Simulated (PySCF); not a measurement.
This PySCF input asks for the NMR shieldings of `FP(F)P(C(F)(F)F)C(F)(F)F`, C$_{2}$F$_{8}$P$_{2}$; the geometry comes from GFN2-xTB.

```python
import basis_set_exchange as bse
import numpy as np
from pyscf import gto, dft
from pyscf.prop import nmr

atoms = """
F    -0.767497    2.873211    0.203559
P     0.054516    1.660659    0.855975
F     1.490066    2.292932    0.512194
P    -0.026817    0.337590   -0.949628
C     1.315211   -0.815353   -0.264440
F     1.000472   -2.095455   -0.451636
F     1.549887   -0.643183    1.046561
F     2.461665   -0.579342   -0.900151
C    -1.477185   -0.597664   -0.170040
F    -1.891884   -1.605336   -0.929036
F    -1.207558   -1.085006    1.046624
F    -2.499678    0.256260   -0.026007
"""
names = dict.fromkeys(["F", "P", "C"], "pcSseg-1")
basis = {el: gto.basis.parse(bse.get_basis(n, elements=[el], fmt="nwchem")) for el, n in names.items()}
mol = gto.M(atom=atoms, basis=basis, charge=0, verbose=0)
mf = dft.RKS(mol, xc="PBE0")
mf.grids.level = 2
mf.grids.alignment = dft.numint.BLKSIZE   # the property module wants whole blocks of grid points
mf.conv_tol = 1e-9
mf.kernel()

calc = nmr.RKS(mf)   # GIAO
C = mf.mo_coeff
Co = C[:, mf.mo_occ > 0]
resp = mf.gen_response(singlet=True, hermi=2)
def vind(x):   # induced exchange potential for any number of trial vectors
    d = np.einsum("pi,xij,qj->xpq", C, 2 * x.reshape(-1, C.shape[1], Co.shape[1]), Co, optimize=True)
    return np.einsum("xpq,pi,qj->xij", resp(d - d.transpose(0, 2, 1)), C, Co, optimize=True).ravel()
mo1, _ = nmr.rhf.solve_mo1(calc, with_cphf=vind)
sigma = calc.kernel(mo1)
for i, s in enumerate(sigma):   # ppm
    print("%2d %-2s %9.2f" % (i, mol.atom_pure_symbol(i), np.trace(s) / 3))
```

Problem. What does it print?

Solution. 
```
 0 F     277.12
 1 P      42.09
 2 F     290.72
 3 P     323.86
 4 C      49.65
 5 F     226.32
 6 F     224.33
 7 F     227.29
 8 C      49.08
 9 F     226.51
10 F     221.19
11 F     232.28
```

These numbers come from an equivalent density-fitted implementation of the same equations, which agrees with the script to about 0.01 ppm for H and up to a few tenths of a ppm for heavy atoms, so last digits may differ.

Problem. Turn these shieldings into chemical shifts. Chemical shifts δ = σref − σ; CFCl3 for 19F (σref 170.95); 31P (σref 318.38) vs H3PO4; TMS for 13C (σref 186.93), all at this level.

Solution. Averaging equivalent atoms: F 5/6/7/9/10/11: -55.4; F 0/2: -113.0; P 1: 276.3; P 3: -5.5; C 4/8: 137.6 ppm. Unscaled 19F shifts against computed CFCl3 carry errors that often reach 10 to 50 ppm. Experimental scales use liquid or dissolved standards, which lie at an offset from isolated H3PO4.

Size and cost of the density-fitted run: 218 basis functions, 52 s wall time on 1 thread of an x86-64 server CPU, shared host.
